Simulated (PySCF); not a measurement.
Z-matrix (Å, degrees):
```
C
C 1 1.3249
H 2 1.0833 1 121.50
H 2 1.0854 3 116.86 1 180.00
H 1 1.0892 2 119.13 3 0.00
C 1 1.5003 5 115.07 2 -180.00
H 6 1.0971 1 108.39 5 56.51
H 6 1.0971 7 104.63 1 115.49
N 6 1.4460 7 108.30 8 115.34
H 9 1.0128 6 110.52 7 64.48
H 9 1.0128 10 106.89 6 -120.32
```
Charge 0, spin multiplicity 1.

Task: What is the computed HOMO–LUMO gap, HOMO, dipole moment, LUMO and total energy (PBE0-D3(BJ)/def2-TZVP run with PySCF 2.14.0)?

Result: 
```
Item                  Value
-------------  ------------
HOMO–LUMO gap       7.44 eV
HOMO               -7.05 eV
dipole moment        0.89 D
LUMO                0.39 eV
total energy   -173.1109 Ha
```
